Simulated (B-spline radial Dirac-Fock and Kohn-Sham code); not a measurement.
Model: Dirac-Fock energy differences between relaxed states, corrected for Breit and QED terms. Program: a radial B-spline solver. Free neutral atoms.

Question: Order these X-ray lines by photon energy, lowest first.
A. Lu Mζ2
B. Zn Lβ3
C. Tc Lα2
D. As Lα2
E. Ga Lβ4
F. Zn Lα1

Answer: F (1013.9 eV), B (1109.3 eV), E (1195.9 eV), A (1222.6 eV), D (1283.2 eV), C (2421.7 eV).

Values without a named source are computed, but for edge energies of neutral atoms, which are taken from tables.
